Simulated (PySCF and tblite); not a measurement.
The numbers below are computed, except where a source is named.
# Dynamics report: rearrangement

System: C8H9B, numbered as in [BH2:1][C:2]1=[CH:3][C@H:4]2[CH:5]=[CH:6][C@H:7]3[C@@H:8]1[C@@H:9]23.

Motion: Cope rearrangement (breaking C8–C7, making C3–C5). Geometries: PBE0-D3(BJ)/def2-SVP; energies: BP86/pcSseg-1 + D3(BJ); zero-point and thermal terms from GFN2-xTB harmonic modes (soft modes blended into free rotors). Rates follow Eyring's equation with the number of equivalent paths and no tunnelling. Shieldings: GIAO at the same DFT level; methyl-like tops are averaged, other torsions stay as in the two minima; line shapes leave out couplings. Programs: tblite and PySCF.

| point | symmetry | E(GFN2) kcal/mol | E(DFT) kcal/mol | ZPE change kcal/mol | lowest mode cm⁻¹ | dipole D |
| --- | --- | --- | --- | --- | --- | --- |
| start | C1 | 0.0 | 0.0 | 0.00 | 134 | 2.09 |
| saddle | Cs | 2.8 | 5.5 | -0.76 | 80i | 2.50 |
| end | C1 | 0.0 | 0.0 | 0.00 | 133 | 2.09 |

```json
{"Electronic barrier": "5.5 kcal/mol", "Barrier with zero-point energy": "4.8 kcal/mol", "ΔH‡ (298 K)": "4.5 kcal/mol", "ΔS‡ (298 K, symmetry apart)": "-2.1 cal/(mol K)", "Paths": "1 equivalent path", "End point": "the same structure with atoms interchanged, or its mirror image", "Mean lifetime of the start against this motion at 298 K": "830 ps", "Cost": "8.3 min on 1 thread of Intel Xeon Platinum 8375C @ 2.90GHz, on a host shared with other jobs (rough), peak memory 0.76 GiB, launched as `OMP_NUM_THREADS=1 python ens_run.py task.json out`"}
```

| T/K | ΔG‡ kcal/mol | k s⁻¹ |
| --- | --- | --- |
| 150 | 4.8 | 2.8×10⁵ |
| 200 | 4.9 | 1.8×10⁷ |
| 250 | 5.0 | 2.3×10⁸ |
| 298 | 5.1 | 1.2×10⁹ |
| 350 | 5.2 | 4.3×10⁹ |
| 400 | 5.3 | 1.1×10¹⁰ |
| 500 | 5.5 | 3.9×10¹⁰ |

ΔG and ΔG‡ leave out symmetry numbers and mirror images; rates count paths: 1 out.

Sites that the motion interchanges:

```json
{"nucleus": "¹³C", "site": "C3", "ppm": "164.1", "scale": "δ against TMS"}
{"nucleus": "¹³C", "site": "C8", "ppm": "52.2", "scale": "δ against TMS"}
{"nucleus": "¹³C", "site": "C5", "ppm": "129.4", "scale": "δ against TMS"}
{"nucleus": "¹³C", "site": "C7", "ppm": "48.5", "scale": "δ against TMS"}
{"nucleus": "¹H", "site": "H on C3", "ppm": "6.72", "scale": "δ against TMS"}
{"nucleus": "¹H", "site": "H on C8", "ppm": "3.45", "scale": "δ against TMS"}
{"nucleus": "¹H", "site": "H on C5", "ppm": "5.61", "scale": "δ against TMS"}
{"nucleus": "¹H", "site": "H on C7", "ppm": "2.99", "scale": "δ against TMS"}
```

| nucleus | sites | ¹H MHz | spread Hz | coalescence K | k there s⁻¹ |
| --- | --- | --- | --- | --- | --- |
| ¹³C | C3 / C8 | 400 | 11257 | 131 | 2.5×10⁴ |
| ¹³C | C3 / C8 | 500 | 14071 | 132 | 3.2×10⁴ |
| ¹³C | C3 / C8 | 800 | 22514 | 136 | 5×10⁴ |
| ¹³C | C5 / C7 | 400 | 8139 | 129 | 1.8×10⁴ |
| ¹³C | C5 / C7 | 500 | 10174 | 130 | 2.3×10⁴ |
| ¹³C | C5 / C7 | 800 | 16278 | 134 | 3.6×10⁴ |
| ¹H | H on C3 / H on C8 | 400 | 1307 | 118 | 2960 |
| ¹H | H on C3 / H on C8 | 500 | 1633 | 119 | 3660 |
| ¹H | H on C3 / H on C8 | 800 | 2613 | 122 | 5830 |
| ¹H | H on C5 / H on C7 | 400 | 1048 | 116 | 2340 |
| ¹H | H on C5 / H on C7 | 500 | 1310 | 118 | 2960 |
| ¹H | H on C5 / H on C7 | 800 | 2095 | 120 | 4680 |

Coalescence temperatures outside 150 to 500 K extrapolate the thermal terms and ignore freezing or boiling of a solvent.
